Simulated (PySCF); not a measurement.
Isomers of C7H8Cl2Si, one GFN2-xTB conformer each. Single-point energies are computed at PBE0/pcSseg-1 (PySCF, gas phase, no added dispersion term), electronic only.

```json
{"SMILES": "C=C1C=C([SiH2]C(Cl)Cl)C1=C", "GFN2-xTB relative energy (kcal/mol)": "115.1"}
{"SMILES": "C=C1[SiH2]C=C(C(Cl)Cl)C1=C", "GFN2-xTB relative energy (kcal/mol)": "90.7"}
{"SMILES": "C[Si](Cl)(Cl)c1ccccc1", "GFN2-xTB relative energy (kcal/mol)": "0.0"}
```

Conformers: `[CH2:1]=[C:2]1[CH:3]=[C:4]([SiH2:5][CH:6]([Cl:7])[Cl:8])[C:9]1=[CH2:10]` with C3–C4–Si5–C6 79°, C4–Si5–C6–Cl7 -61°; `[CH2:1]=[C:2]1[SiH2:3][CH:4]=[C:5]([CH:6]([Cl:7])[Cl:8])[C:9]1=[CH2:10]` with C4–C5–C6–Cl7 -120°; `[CH3:1][Si:2]([Cl:3])([Cl:4])[c:5]1[cH:6][cH:7][cH:8][cH:9][cH:10]1` with C1–Si2–C5–C6 70°.

**Question.** What does PBE0/pcSseg-1 give for the same structures?

**Answer.** 
```tsv
SMILES	PBE0/pcSseg-1 E (Eh)	PBE0/pcSseg-1 (kcal/mol)	GFN2-xTB (kcal/mol)	point group
C[Si](Cl)(Cl)c1ccccc1	-1480.74953	0.0	0.0	C1
C=C1[SiH2]C=C(C(Cl)Cl)C1=C	-1480.55388	122.8	90.7	Cs
C=C1C=C([SiH2]C(Cl)Cl)C1=C	-1480.51478	147.3	115.1	C1
```

Both levels put the same isomer lowest; measured from each level's own lowest isomer, the values differ by up to 32.2 kcal/mol (C=C1C=C([SiH2]C(Cl)Cl)C1=C: 115.1 against 147.3). As drawn, the lowest has an aromatic ring, which the highest lacks; the highest has a four-membered ring and a C=C bond outside aromatic rings, which the lowest lacks.

**Question.** Which frontier levels, dipoles and rotational constants go with these structures?

**Answer.** 
```csv
SMILES,"HOMO (eV, PBE0/pcSseg-1)",LUMO (eV),dipole (D),"A, B, C (MHz)"
C[Si](Cl)(Cl)c1ccccc1,-7.67,-0.95,2.58,"1325, 570.8, 480.9"
C=C1[SiH2]C=C(C(Cl)Cl)C1=C,-6.78,-1.65,2.00,"1402, 540.4, 509.9"
C=C1C=C([SiH2]C(Cl)Cl)C1=C,-6.93,-1.62,1.69,"1254, 538.1, 486.1"
```
